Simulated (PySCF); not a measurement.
C4H5FO, SMILES O=C1CC[C@@H]1F. The structure is a stationary point at ωB97X-D3(BJ)/def2-SVP. The structure was generated by enumeration; whether it is a known compound was not checked.

Task: Give the equilibrium geometry at ωB97X-D3(BJ)/def2-SVP (PySCF confirms it by a frequency run) as Cartesian coordinates in Å. (The exact figures need the calculation; the answer reports its results.)

Result: 
```xyz
11

O      1.4258     1.1166     0.6970
C      0.7023     0.4680     0.0023
C      0.0923     0.6535    -1.3934
C     -1.0452    -0.3005    -0.9389
C     -0.1609    -0.7845     0.2308
F     -0.7352    -0.9519     1.4544
H     -0.1706     1.6862    -1.6646
H      0.7367     0.2287    -2.1798
H     -1.3901    -1.0629    -1.6498
H     -1.9066     0.2578    -0.5437
H      0.4100    -1.6947    -0.0322
```
Charge 0, spin multiplicity 1.
